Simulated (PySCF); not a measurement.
Q: What does the GFN2-xTB structure of `c1cc(c(cc1)C#C)[S-]` look like in three dimensions? (Charge -1.)

A: 
```
atom  x, y, z in Å
C1     3.2863   -0.3959    0.1941
C2     2.0963   -0.2367    0.1215
C3     0.6973   -0.0848    0.0375
C4    -0.1023   -1.2178   -0.0713
C5    -1.4784   -1.1188   -0.1531
C6    -2.0665    0.1445   -0.1233
C7    -1.2928    1.2734   -0.0188
C8     0.1125    1.2118    0.0635
S9     1.0316    2.6352    0.1845
H10    4.3293   -0.4968    0.2574
H11    0.3753   -2.1928   -0.0930
H12   -2.0901   -2.0093   -0.2390
H13   -3.1466    0.2342   -0.1842
H14   -1.7526    2.2532    0.0020
```

Orientation and origin are arbitrary. Atoms count from 1 in this order. C8 (substituted aromatic carbon) is planar (angles 122.9°, 120.5° and 116.7°, sum 360.0°, 0.00 Å off the plane of its three neighbours). C3 (substituted aromatic carbon) is planar (angles 120.5°, 120.3° and 119.2°, sum 360.0°, 0.00 Å off the plane of its three neighbours). C5 (aromatic CH carbon) is planar (angles 120.6°, 120.5° and 118.9°, sum 360.0°, 0.00 Å off the plane of its three neighbours). C7 (aromatic CH carbon) is planar (angles 122.1°, 120.4° and 117.5°, sum 360.0°, 0.00 Å off the plane of its three neighbours).

Bonds between heavy atoms (Å): C1≡C2 1.203, C2–C3 1.410, C3–C4 1.391, C4–C5 1.382, C5–C6 1.394, C6–C7 1.372, C7–C8 1.409, C8–S9 1.699, C3–C8 1.423.

Computed geometry: GFN2-xTB, gas phase.

Point group: Cs (every atom within 0.08 Å of its image). GFN2-xTB frequencies: not computed here.
